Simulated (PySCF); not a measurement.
Species: CH6BF2OP.
Bonds: F1–C2, C2–F3, C2–O4, O4–B5, B5–P6. Hydrogens: H7 on C2; H8, H9 on B5; H10, H11, H12 on P6.

Computed by this run: PBE0-D3(BJ)/def2-SVP geometry optimisation, gas phase (PySCF); density fitting, grid level 1; the optimiser is geomeTRIC in internal coordinates, started from a GFN2-xTB structure with every atom displaced at random (about 0.01 Å).

At the end of the run (lengths in Å): F1–C2 1.381, B5–H9 1.217, P6–H11 1.415, B5–P6 2.033, P6–H10 1.416, B5–H8 1.226, P6–H12 1.415, O4–B5–P6 108.2°, F1–C2–F3 106.3°, C2–O4–B5 118.5°, F1–C2–O4 110.1°, F1–C2–O4–B5 -67°, C2–O4–B5–P6 75°, H8–B5–P6–H10 -74°, H10–P6–B5–O4 163°.

**Question.** These geometries were met on the way; a selection of coordinates is given. Order them by energy above the end point, lowest first.
A. F1–C2 1.385, B5–H9 1.218, P6–H11 1.415, B5–P6 2.033, P6–H10 1.417, B5–H8 1.226, P6–H12 1.415, O4–B5–P6 106.5°, F1–C2–F3 106.2°, C2–O4–B5 117.8°, F1–C2–O4 110.1°, F1–C2–O4–B5 -66°, C2–O4–B5–P6 77°, H8–B5–P6–H10 -85°, H10–P6–B5–O4 152°
B. F1–C2 1.388, B5–H9 1.211, P6–H11 1.410, B5–P6 2.019, P6–H10 1.414, B5–H8 1.219, P6–H12 1.412, O4–B5–P6 106.3°, F1–C2–F3 106.4°, C2–O4–B5 118.2°, F1–C2–O4 110.4°, F1–C2–O4–B5 -65°, C2–O4–B5–P6 74°, H8–B5–P6–H10 -88°, H10–P6–B5–O4 150°
C. F1–C2 1.448, B5–H9 1.164, P6–H11 1.376, B5–P6 1.998, P6–H10 1.385, B5–H8 1.199, P6–H12 1.388, O4–B5–P6 102.4°, F1–C2–F3 104.3°, C2–O4–B5 117.3°, F1–C2–O4 109.0°, F1–C2–O4–B5 -62°, C2–O4–B5–P6 73°, H8–B5–P6–H10 -89°, H10–P6–B5–O4 149°

**Answer.** A (0.006 eV), B (0.022 eV), C (0.247 eV).

| step | E above end (eV) | rms distance from the end, all atoms (Å) | largest force (eV/Å) | rms shift of all bonds from the end (Å) |
| --- | --- | --- | --- | --- |
| 3 | 0.006 | 0.102 | 0.103 | 0.002 |
| 1 | 0.022 | 0.134 | 0.468 | 0.007 |
| 0 | 0.247 | 0.198 | 1.711 | 0.034 |

Rows stand in the order of the answer.
